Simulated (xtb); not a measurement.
O₂P₂, SMILES p12op1o2. All values are semi-empirical tight-binding results from xtb (GFN2-xTB unless named), good for trends rather than for accurate numbers. Coordinates come from a GFN2-xTB optimisation.

Task: Estimate the properties. (The exact figures need the calculation; the answer reports its results.)

Result: 
| Property | Result |
|---|---|
| point group as xtb finds it | D2h |
| orbital gap | 1.63 eV |
| zero-point energy | 5.4 kcal/mol |
| G − E(el) at 298.15 K (modified RRHO) | -10.8 kcal/mol |
| static polarisability (D4 model) | 56.6 bohr³ |
| solvation energy, GFN2-xTB/ALPB(water) | 0.8 kcal/mol |
| solvation energy, GFN2-xTB/ALPB(dmso) | -5.0 kcal/mol |
